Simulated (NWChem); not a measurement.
Species: C₄H₂ClF; SMILES C#C/C(F)=C\Cl

```xyz
8

C      1.9647    -1.5896     0.0000
C      0.8305    -1.1613     0.0000
C     -0.5049    -0.6775     0.0000
F     -1.4542    -1.6164     0.0000
C     -0.8869     0.6101     0.0000
Cl     0.2142     1.9149     0.0000
H      2.9722    -1.9647     0.0000
H     -1.9474     0.8689     0.0000
```
Atoms are numbered in this order, from 1.

Program: NWChem. Pople sets run with spherical d functions. Medium grid unless said otherwise, to which SCAN and Minnesota functionals are sensitive. The geometry was optimised at PBE0/def2-SVP. Total energies of different functionals are on different scales.

| level | energy (Ha) | highest occupied level (eV) | orbital gap (eV) | dipole (D) |
|---|---|---|---|---|
| B3LYP/6-31G* | -713.5458 | -6.62 | 5.45 | 0.63 |
| PBE/6-31G* | -713.0562 | -5.69 | 3.84 | 0.57 |
| r2SCAN0/6-31G* | -713.3332 | -7.09 | 6.06 | 0.68 |
| LC-BLYP (range parameter 0.33 per bohr)/6-31G* | -712.7250 | -8.99 | 10.09 | 0.66 |
| MN15-L/6-31G* | -713.2576 | -6.08 | 4.53 | 0.70 |
| BLYP/6-31G* | -713.4614 | -5.47 | 3.84 | 0.57 |
| B97-2/6-31G* | -713.4862 | -6.67 | 5.57 | 0.64 |
| CAM-B3LYP/6-31G* | -713.4304 | -8.10 | 8.26 | 0.66 |
